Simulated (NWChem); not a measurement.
silanone (SiH2O); SMILES O=[SiH2]

Results from NWChem. Geometry: optimised at PBE0/def2-SVP. Level TPSS/def2-TZVP: single points from the atomic guess with DIIS by default; each run changes one setting, and all converged runs end within 0.3 mHa of each other. NWChem's automatic level shift, which a small gap switches on, acted in some of these runs.

**Question.** Which setting needs the most SCF iterations, or fails (DIIS on 3 Fock matrices; occupation smearing of 0.005 Ha; DIIS on 20 Fock matrices; core-Hamiltonian guess; defaults)?

**Answer.** core-Hamiltonian guess, with 16 against 10 for the defaults.
```csv
setting,SCF iterations
defaults,10
core-Hamiltonian guess,16
DIIS on 3 Fock matrices,9
occupation smearing of 0.005 Ha,10
DIIS on 20 Fock matrices,8
```
